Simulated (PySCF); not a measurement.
Dipole response of S²⁺ (sulfur, charge +2)

[Ne] 3s2 3p2, high-spin 3P determinant. Calculation: PySCF 2.14, in dyall-av2z (13s9p2d, 50 functions); the non-relativistic Hamiltonian (point nucleus). Coupled (time-dependent) response in atomic units; α is the mean over directions. A double-zeta set is small for polarisabilities.

```tsv
method	mean α (bohr³)	α xx, yy, zz	C₆ (like pair)	S(−4)
UHF	7.539	7.751, 7.433, 7.433	27.85	20.69
PBE	7.328	7.490, 7.247, 7.247	26.85	18.07
PBE0	7.341	7.528, 7.247, 7.247	26.91	18.29
B97-3	7.412	7.550, 7.344, 7.344	27.29	18.67
BHandHLYP	7.330	7.512, 7.239, 7.239	26.88	18.15
```

S(−4) is the Cauchy moment in α(ω) = α(0) + S(−4) ω² + …

α(iu) at UHF:

```json
{"u (hartree)": "0", "α(iu) (bohr³)": "7.539"}
{"u (hartree)": "0.0500", "α(iu) (bohr³)": "7.488"}
{"u (hartree)": "0.100", "α(iu) (bohr³)": "7.340"}
{"u (hartree)": "0.200", "α(iu) (bohr³)": "6.824"}
{"u (hartree)": "0.300", "α(iu) (bohr³)": "6.139"}
{"u (hartree)": "0.500", "α(iu) (bohr³)": "4.707"}
{"u (hartree)": "0.750", "α(iu) (bohr³)": "3.276"}
{"u (hartree)": "1.00", "α(iu) (bohr³)": "2.316"}
{"u (hartree)": "1.50", "α(iu) (bohr³)": "1.277"}
{"u (hartree)": "2.00", "α(iu) (bohr³)": "0.7947"}
{"u (hartree)": "3.00", "α(iu) (bohr³)": "0.3923"}
{"u (hartree)": "5.00", "α(iu) (bohr³)": "0.1586"}
```

A single London oscillator, α(iu) = α/(1 + u²/ω²), gives C₆ = (3/4) ω α². Matching the computed C₆ needs ω = 4 × 27.85 / (3 × 7.539²) = 0.653 hartree.

For an ion, C₆ is the dispersion term alone; charge-induced terms of lower order in 1/R come first.

The components differ because the open shell of this determinant is not spherical; for a pure term their mean is the scalar polarisability.
